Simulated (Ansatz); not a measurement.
A structure relaxed at PBE0-D4/def2-TZVP in Ansatz, charge 1, doublet:

```xyz
3

Hg    1.8309   -1.4408   -0.5875
I    -0.8907   -0.1399   -0.6998
I    -0.9402    1.5807    1.2874
```

Q: Give its formula and point group.

A: the cluster HgI₂⁺. Point group Cs (tolerance 0.1 Å).

Q: Summarise the bond lengths by kind (pairs closer than 1.2 times the sum of covalent radii, bridged metal pairs left out).

A: 1 × Hg–I 3.02 Å; 1 × I–I 2.63 Å. The metal has 1 neighbour: I 3.02 Å.

In the def2 sets Hg, I take a core potential; there is no spin–orbit coupling. In the doublet, I2 and I3 lie 2.63 Å apart (atoms count from 1), so these atoms are partly bonded to each other. The relaxation made no stability test and no search for a lower SCF solution. Another isomer (doublet) lies 0.41 eV lower at PBE0-D4/def2-TZVP; other spin states weren't run for this one.
